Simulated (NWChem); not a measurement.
Molecule: SiBr$_{2}$, singlet; SMILES Br[Si]Br

```xyz
3

Si     0.0000     0.0000     1.1865
Br     1.7780     0.0000    -0.2373
Br    -1.7780     0.0000    -0.2373
```
Atoms are numbered in this order, from 1.

All runs: NWChem. Pople sets run with spherical d functions. Low-valent species are run as closed-shell singlets; no triplet was tried in these runs. Structure relaxed at the PBE-D3(BJ)/def2-SVP level. Vertical excitations in the gas phase; the lowest state need not have the same character in each row.

For level PBE/6-31G*, TDA:

```
Item                                      Value
----------------------------------------  -----
lowest excitation, singlet (eV)            3.26
lowest state with f > 0.02, singlet (eV)   4.31
oscillator strength of that bright state  0.054
orbital gap (eV)                           2.64
```

### Question
How do the values read with level B3LYP/6-31G*, TDA instead?

### Answer
- lowest excitation, singlet (eV): 3.40
- lowest state with f > 0.02, singlet (eV): 3.40
- oscillator strength of that bright state: 0.024
- orbital gap (eV): 4.06
